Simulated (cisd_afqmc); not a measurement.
Input (AFQMC/CISD/def2-SVPD; cisd_afqmc is a phaseless AFQMC code with CISD trial states that reads the integrals written by Ansatz):

Ansatz 0.2 input:
```python
import cisd_afqmc

open("ham.yaml", "w").write("""\
crystal:
  periodic: [false, false, false]
  atoms:
    - {symbol: Ge, position_ang: [0.00000000, 0.00000000, 0.00000000]}
basis:
  gaussian:
    orbitals: def2-SVPD
magnetization: {spin_polarized: true, initial_magnetization: 2}
correlation: {method: ccsd, electrons: outside_noble_gas, hamiltonian_folder: ham}
scf: {lower_state_search: full}
""")
rep = cisd_afqmc.ansatz("ham.yaml")
e_ccsd = rep["correlation"]["coupled_cluster"]["energy"]["hartree"]
out = cisd_afqmc.run("ham", e_ccsd, trial="CISD", walkers=200, populations=8, threads=8, dt=0.005, steps=40, early=24, settle=10, least=48,
    target=0.0004, seconds=1500, seed=1, memory=12960, gpu=False)
```

Output:

```
orbitals 24, occupied [3, 1], factors 139 of 250, rank of the doubles 82 of 86
E(HF) = -2075.058517
E(CCSD) on the cut factors = -2075.117163, shift to the whole factors 0.000000
Energy of the trial state on the determinant = -2075.117163
  tau behind 7.2 of longer steps, mean of the populations' last blocks
   2.0  -2075.11849
   4.0  -2075.11842
   6.0  -2075.11846
   8.0  -2075.11855
  10.0  -2075.11843
blocks 518 (1 outliers left out), error by blocks joined: 1: 0.00001, 2: 0.00002, 4: 0.00002, 8: 0.00003, 16: 0.00002
E(AFQMC/CISD) = -2075.11848 +/- 0.00003
```
